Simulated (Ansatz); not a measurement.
nido-B6H10 (SH for H, site c on B) (B₆H₁₀S), relaxed as a singlet with RKS PBE0-D4/def2-SVP in Ansatz, starting from the GFN1-xTB geometry. Force threshold 0.02 eV/Å.

Start:

```xyz
17

B    -0.1596    0.4363    1.3641
B     1.2630    0.8891    0.4325
B    -0.5790   -0.5112   -1.2178
B     1.0407    0.3630   -1.3032
B     0.6141   -0.6731    0.0533
B    -1.2256   -0.3180    0.4328
S    -2.6050   -1.4796    0.9272
H    -0.0333    0.3779    2.5348
H     2.3051    1.1951    0.8726
H    -0.9448   -1.3108   -1.9949
H     1.8997    0.0941   -2.0578
H     1.1353   -1.6881    0.3264
H    -2.5285   -1.2662    2.2359
H     0.2669    1.6080    0.9296
H     1.1899    1.5358   -0.8584
H    -0.0614    0.5352   -1.9477
H    -1.5776    0.2126   -0.7295
```

```json
{"step": "1", "energy (eV)": "-15041.1743", "largest force component (eV/Å)": "1.497", "SCF passes": "16"}
{"step": "2", "energy (eV)": "-15041.3957", "largest force component (eV/Å)": "0.805", "SCF passes": "19"}
{"step": "3", "energy (eV)": "-15041.4543", "largest force component (eV/Å)": "0.330", "SCF passes": "21"}
{"step": "4", "energy (eV)": "-15041.4693", "largest force component (eV/Å)": "0.101", "SCF passes": "20"}
{"step": "5", "energy (eV)": "-15041.4710", "largest force component (eV/Å)": "0.030", "SCF passes": "21"}
{"step": "6", "energy (eV)": "-15041.4712", "largest force component (eV/Å)": "0.012", "SCF passes": "14"}
```

Force components are those of the run's own axes.

End:

```xyz
17

B    -0.0886    0.3895    1.3702
B     1.2659    0.8851    0.4173
B    -0.5764   -0.5132   -1.2009
B     1.0266    0.2964   -1.2509
B     0.5950   -0.7052    0.1070
B    -1.1805   -0.4305    0.4394
S    -2.5173   -1.5794    0.9054
H     0.0743    0.3955    2.5600
H     2.3247    1.2773    0.8195
H    -0.9538   -1.2620   -2.0579
H     1.8762    0.1129   -2.0741
H     1.1615   -1.7353    0.3415
H    -2.7002   -1.0898    2.1484
H     0.1972    1.5925    0.8608
H     1.1221    1.5249   -0.8117
H    -0.1053    0.5789   -1.8732
H    -1.5213    0.2624   -0.7007
```

By distances, no bond broke or formed. The bond that changes most is B5–B6, from 1.91 to 1.83 Å (atoms count from 1).

No frequencies were taken in this run, so the end may be a saddle point.

Run time 19 s (4 threads of Arm Neoverse V1 on a shared host).
